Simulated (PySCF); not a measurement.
PySCF job for BHClBr, SMILES BrBCl, IEF-PCM-PBE0/def2-SVP. Coordinates come from a PBE-D3(BJ)/def2-TZVP optimisation.

```python
import numpy as np
from pyscf import gto, scf, dft
from pyscf.solvent import pcm

mol = gto.M(
    atom='''
    B    -0.76049749    0.60555946    0.00000000
    H    -1.95164308    0.66622651    0.00000000
    Cl    0.18499963    2.06542525    0.00000000
    Br    0.07454677   -1.10875009    0.00000000
    ''',
    basis='def2-SVP',
    charge=0,
    spin=0,
    max_memory=1600,
    verbose=3,
)
mf = dft.RKS(mol, xc='pbe0').density_fit(auxbasis='def2-universal-jkfit')
mf.grids.level = 3
mf.conv_tol = 1e-9
mf.max_cycle = 100
mf.kernel()
res = {}
for name, eps in {'water': 78.355, 'diethylether': 4.24, 'dichloromethane': 8.93}.items():
    s = mf.PCM()
    s.with_solvent.method, s.with_solvent.eps, s.with_solvent.lebedev_order = 'IEF-PCM', eps, 29
    s.kernel(mf.make_rdm1())
    res[name] = (s.e_tot, eps, s.dip_moment(), s.mo_energy, s.converged)
    print(f'{name}: electrostatic solvation free energy {(s.e_tot - mf.e_tot) * 627.509474:.3f} kcal/mol')
```

Log of the run:

```
converged SCF energy = -3058.91324218165

WARN: PCM is an experimental feature. It is still in testing.
Features and APIs may be changed in the future.

converged SCF energy = -3058.91418515363
Dipole moment(X, Y, Z, Debye): -0.49103,  0.17092,  0.00000
water: electrostatic solvation free energy -0.592 kcal/mol

WARN: PCM is an experimental feature. It is still in testing.
Features and APIs may be changed in the future.

converged SCF energy = -3058.91387321372
Dipole moment(X, Y, Z, Debye): -0.44531,  0.15889,  0.00000
diethylether: electrostatic solvation free energy -0.396 kcal/mol

WARN: PCM is an experimental feature. It is still in testing.
Features and APIs may be changed in the future.

converged SCF energy = -3058.91403488142
Dipole moment(X, Y, Z, Debye): -0.46877,  0.16526, -0.00000
dichloromethane: electrostatic solvation free energy -0.497 kcal/mol
```

Self-consistency was reached.

Cost: around 16 core-seconds (rough).
